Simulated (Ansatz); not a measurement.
Input for Ansatz (a program for electronic structure): U-CCSD(T)/6-31G on BP, 2S+1 = 3, a point of a bond scan (R = 3.482 Å).

Ansatz 0.2 input:
```yaml
crystal:
  periodic: [false, false, false]
  atoms:
    - {symbol: B, position_ang: [-0.00000000, -0.00000000, -1.30581159]}
    - {symbol: P, position_ang: [0.00000000, 0.00000000, 2.17635265]}
basis:
  gaussian:
    orbitals: 6-31G
magnetization: {spin_polarized: true, initial_magnetization: 2}
correlation: {method: ccsd_t, electrons: outside_noble_gas}
scf: {omitted_lower_state_checks: [cluster_reference]}
```

It printed:

```
WARN ansatz: RAYON_NUM_THREADS=1 ignored (pool sized by the plan → 1); use --threads N
Functional definition: HF
these checks for a lower state are left out or cut short: cluster_reference
integrals: 0.00 GiB planned
266 factors; integrals over basis functions are off by at most 2.3e-4 eV
mean field: 0.05 GiB planned
mean field evaluation 1: about -9933.5488 eV, gradient 9.8e0 eV
mean field evaluation 2: about -9933.5603 eV, gradient 9.7e0 eV
mean field evaluation 4: about -9936.1351 eV, gradient 3.1e0 eV
mean field evaluation 8: about -9935.8248 eV, gradient 2.4e0 eV
mean field evaluation 16: about -9937.8638 eV, gradient 2.9e-6 eV
mean field evaluation 32: about -9937.8638 eV, gradient 8.7e-7 eV
mean field evaluation 64: about -9937.7982 eV, gradient 2.6e-1 eV
mean field evaluation 96: about -9936.3624 eV, gradient 1.6e-1 eV
mean field evaluation 128: about -9936.5388 eV, gradient 1.3e0 eV
mean field evaluation 160: about -9937.8630 eV, gradient 4.5e-2 eV
mean field evaluation 192: about -9937.8011 eV, gradient 2.6e-6 eV
mean field evaluation 224: about -9934.8418 eV, gradient 5.1e0 eV
mean field evaluation 256: about -9935.3118 eV, gradient 3.9e-1 eV
mean field evaluation 288: about -9933.5488 eV, gradient 9.8e0 eV
mean field evaluation 320: about -9937.5046 eV, gradient 2.5e0 eV
mean field -9937.86375078 eV, -365.2097567153 hartree, gradient 6.6e-6 eV, S^2 2.926400; 22 other end points of the search recorded, 0 dependent functions left out
6 core orbitals not correlated
reference -9937.86375078 eV, -365.2097567153 hartree; 5, 3 occupied and 11, 13 virtual orbitals, 266 factors
second order -0.98407169 eV of doubles, -0.00000000 eV of singles
coupled cluster: 0.04 GiB planned
cycle   1  -1.35027062 eV  change   -3.7e-1 eV  update   6.9e-2
cycle   2  -1.64544950 eV  change   -3.0e-1 eV  update   3.6e-2
cycle   3  -1.65221650 eV  change   -6.8e-3 eV  update   1.1e-2
cycle   4  -1.66767860 eV  change   -1.5e-2 eV  update   8.5e-3
cycle   5  -1.67030443 eV  change   -2.6e-3 eV  update   6.8e-3
cycle   6  -1.67567537 eV  change   -5.4e-3 eV  update   5.2e-3
cycle   7  -1.68779737 eV  change   -1.2e-2 eV  update   4.5e-3
cycle   8  -1.68760953 eV  change    1.9e-4 eV  update   3.8e-3
cycle   9  -1.69256904 eV  change   -5.0e-3 eV  update   3.5e-3
cycle  10  -1.70227913 eV  change   -9.7e-3 eV  update   2.6e-3
cycle  11  -1.70621083 eV  change   -3.9e-3 eV  update   1.3e-3
cycle  12  -1.70631867 eV  change   -1.1e-4 eV  update   7.4e-4
cycle  13  -1.70645414 eV  change   -1.4e-4 eV  update   4.7e-4
cycle  14  -1.70703453 eV  change   -5.8e-4 eV  update   3.0e-4
cycle  15  -1.70709022 eV  change   -5.6e-5 eV  update   1.3e-4
cycle  16  -1.70709123 eV  change   -1.0e-6 eV  update   6.7e-5
cycle  17  -1.70708148 eV  change    9.8e-6 eV  update   4.0e-5
cycle  18  -1.70708968 eV  change   -8.2e-6 eV  update   2.9e-5
cycle  19  -1.70710451 eV  change   -1.5e-5 eV  update   1.9e-5
cycle  20  -1.70710007 eV  change    4.4e-6 eV  update   1.1e-5
cycle  21  -1.70709366 eV  change    6.4e-6 eV  update   6.7e-6
cycle  22  -1.70708748 eV  change    6.2e-6 eV  update   5.5e-6
cycle  23  -1.70708242 eV  change    5.1e-6 eV  update   4.8e-6
cycle  24  -1.70707656 eV  change    5.9e-6 eV  update   4.0e-6
cycle  25  -1.70706791 eV  change    8.6e-6 eV  update   3.2e-6
cycle  26  -1.70706088 eV  change    7.0e-6 eV  update   2.2e-6
cycle  27  -1.70705783 eV  change    3.0e-6 eV  update   1.4e-6
coupled cluster: 0.04 GiB planned
perturbative correction -0.03254955 eV, -0.0011961740 hartree
Total energy: -9939.60335816 eV, -365.2736861074 hartree
Checks for a lower state left out: cluster_reference
```

The run converged. Its determinant has ⟨S²⟩ = 2.93, a mixture of spin states.

Cost: roughly 2.4 core-seconds.
